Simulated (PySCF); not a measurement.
A structure optimised at B3LYP-D3(BJ)/def2-SVP, used in a PySCF frequency run:

```xyz
11

C     -2.4066    -0.2844    -0.6190
C     -1.3050    -0.0293     0.0909
Cl    -1.3468     1.1295     1.4235
Ge     0.4812    -0.7750    -0.2104
C      1.7399     0.7707    -0.5156
O      2.7788     0.6405    -1.1089
H     -3.3650     0.1971    -0.4032
H     -2.3674    -0.9987    -1.4463
H      0.4678    -1.7012    -1.4393
H      0.9329    -1.5329     1.0529
H      1.4271     1.7681    -0.0980
```

Problem. Write its SMILES and formula.

Solution. C=[C](Cl)[GeH2][CH]=O, C₃H₅ClGeO

Problem. What are its rotational constants (standard atomic weights)?

Solution. 2.9928, 1.1496, 0.94332 GHz
